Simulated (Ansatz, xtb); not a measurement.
# Two conformers of H9NSi3

We compare I, `[SiH3]N[SiH2][SiH3]`, a singlet, with II, `[SiH3]N[SiH2][SiH3]`, a singlet. Both are isolated molecules in the gas phase, relaxed with PBE0-D3(BJ)/def2-SVP.

I (Å):

```xyz
13

N    -1.4418   -1.9755   -0.9090
Si   -2.5508   -1.5444   -2.1774
Si   -0.4543   -0.9622    0.1141
Si   -0.4092    1.2546   -0.6551
H    -2.3501   -2.4144   -3.3773
H    -3.9889   -1.6619   -1.7763
H    -2.2769   -0.1219   -2.5390
H    -1.4209   -2.9650   -0.6702
H     0.9512   -1.4818    0.1572
H    -0.9376   -0.9493    1.5351
H    -1.7619    1.8890   -0.6016
H     0.5065    2.0156    0.2527
H     0.1186    1.3439   -2.0509
```

II (Å):

```xyz
13

N    -0.3526   -0.8430    0.8933
Si   -1.2600   -0.3925    2.3106
Si    0.6656    0.1502   -0.1198
Si    0.2658   -0.3842   -2.3705
H    -1.4004    1.0926    2.2967
H    -0.6005   -0.7964    3.5939
H    -2.6112   -1.0333    2.2854
H    -0.3325   -1.8384    0.6844
H     0.3110    1.5753    0.1562
H     2.1305   -0.0148    0.1637
H    -1.1381   -0.0319   -2.7483
H     0.4466   -1.8575   -2.5741
H     1.2088    0.3360   -3.2821
```

Estimate which is lower in electronic energy at CCSD(T)/def2-SVP + ΔMP2/def2-TZVPP, and by roughly how much.

Too close to call at this level: CCSD(T)/def2-SVP + ΔMP2/def2-TZVPP gives E(II) − E(I) = +0.13 kcal/mol.

The same difference at several levels:

```tsv
level	geometry	E(II) − E(I) (kcal/mol)	departure from the last row (kcal/mol)	job, with rough time for the two
PBE0-D3(BJ)/def2-SVP	PBE0-D3(BJ)/def2-SVP	+0.42	+0.29	optimisation, 1.8 min
HF/def2-SVP	PBE0-D3(BJ)/def2-SVP	−0.55	−0.68	part of the CCSD(T) run
MP2/def2-SVP	PBE0-D3(BJ)/def2-SVP	+0.01	−0.12	part of the CCSD(T) run
CCSD(T)/def2-SVP	PBE0-D3(BJ)/def2-SVP	+0.03	−0.10	single point
CCSD(T)/def2-SVP + ΔMP2/def2-TZVPP	PBE0-D3(BJ)/def2-SVP	+0.13		single point, 32 s
```

The largest departure from CCSD(T)/def2-SVP + ΔMP2/def2-TZVPP is that of HF/def2-SVP, 0.68 kcal/mol. Levels run at GFN2-xTB geometries aren't shown. The last row adds to CCSD(T) the change of the MP2 difference between the two basis sets, here +0.10 kcal/mol.

With harmonic frequencies from PBE0-D3(BJ)/def2-SVP (ideal gas, rigid rotor, one conformer each, 298.15 K, 1 atm): on the last row, ΔE + ΔZPE = −0.03 kcal/mol. A mode under 50 cm⁻¹ makes harmonic enthalpies and free energies unreliable, so none is given.

The correlated steps freeze 16 core orbitals. Programs: Ansatz 0.2.0; the last row on 2 threads of Intel(R) Xeon(R) Platinum 8259CL CPU @ 2.50GHz (Skylake/Cascade Lake) on a shared host.
